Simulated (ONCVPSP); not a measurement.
## Transferability test, ONCV potential for beryllium (Be)

beryllium (Be), optimised norm-conserving Vanderbilt (ONCV), made with ONCVPSP 4.0.1 (PBE, scalar-relativistic). Core [He], reference 2s2. Waves: 2s: rc 2.20 bohr, ncon 4, nbas 8, qcut 2.3 1/bohr, 1 projector; p scattering state at 0.07 Ha: rc 2.30 bohr, ncon 4, nbas 7, qcut 3.9 1/bohr, 1 projector. Local part: polynomial inside 2.05 bohr (lpopt 5, dvloc0 1 Ha). Core correction: Teter function, fcfact 2.75, rcfact 1.7.

In the p channel the program set the typed energies aside and used 0.050 Ha.

Energies are relative to the spin-unpolarised reference configuration 2s2; without spin polarisation the order of configurations can differ from experiment.

```csv
valence configuration,charge,ΔE all-electron (eV),error AE − PS (meV)
2s1,+1,9.551,+12
2s1.5,+0.5,3.761,+3.4
```

(1) What are ΔE and the potential's error for 2s0 2p1?

(2) What are ΔE and the potential's error for 2s1 2p1?

Answers

(1) ΔE = 13.460 eV all-electron; the error (AE − PS) is -41 meV.

(2) ΔE = 3.612 eV all-electron; the error (AE − PS) is -5.1 meV.
